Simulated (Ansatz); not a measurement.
Geometry optimisation, RKS PBE0-D4/def2-SVP (Ansatz).

The input (input.yaml):

```yaml
crystal:
  periodic: [false, false, false]
  atoms:
    - { symbol: Al, position_ang: [0.342304, -0.048019, -0.010186] }
    - { symbol: Br, position_ang: [0.751012, -1.786684, -1.538065] }
    - { symbol: H, position_ang: [1.826627, 0.128495, 0.280145] }
    - { symbol: O, position_ang: [-1.104779, 0.60009, 0.447815] }
    - { symbol: H, position_ang: [-1.815164, 1.106118, 0.820191] }
basis:
  gaussian: { orbitals: def2-SVP }
hamiltonian:
  xc: pbe0
  dispersion: d4
relax:
  f_tol: 0.03
  max_steps: 50
```

Launched with:

```bash
$ ansatz run input.yaml --threads 2 --pin off --max-ram 3072MiB --backend cpu --events-out ev --progress --plain --runs-dir out
```

Where does it end, and by what steps?

It converged. After 14 steps the energy has fallen by 0.466 eV; H3 moved furthest, 0.44 Å.

| step | energy less start (eV) | largest force component (eV/Å) | accepted |
| --- | --- | --- | --- |
| 0 | 0.0000 | 1.320 | yes |
| 1 | -0.3265 | 0.671 | yes |
| 2 | -0.4069 | 0.432 | yes |
| 3 | -0.4127 | 0.175 | yes |
| 4 | -0.4134 | 0.056 | yes |
| 5 | -0.4141 | 0.042 | yes |
| 6 | -0.4142 | 0.037 | yes |
| 7 | -0.4157 | 0.112 | yes |
| 8 | -0.4181 | 0.207 | yes |
| 9 | -0.4239 | 0.425 | yes |
| 10 | -0.4383 | 0.434 | yes |
| 11 | -0.4414 | 0.500 | yes |
| 12 | -0.4543 | 0.267 | yes |
| 13 | -0.4615 | 0.113 | yes |
| 14 | -0.4663 | 0.018 | yes |

```xyz
5
Properties=species:S:1:pos:R:3
Al 0.388 -0.145 -0.095
Br 0.511 -1.819 -1.588
H 1.698 0.443 0.553
O -1.170 0.412 0.263
H -1.427 1.110 0.867
```

Time of the run: 24 s on 2 threads of Intel(R) Xeon(R) Platinum 8259CL CPU @ 2.50GHz (Skylake/Cascade Lake), on a shared host, peak memory 0.16 GiB.
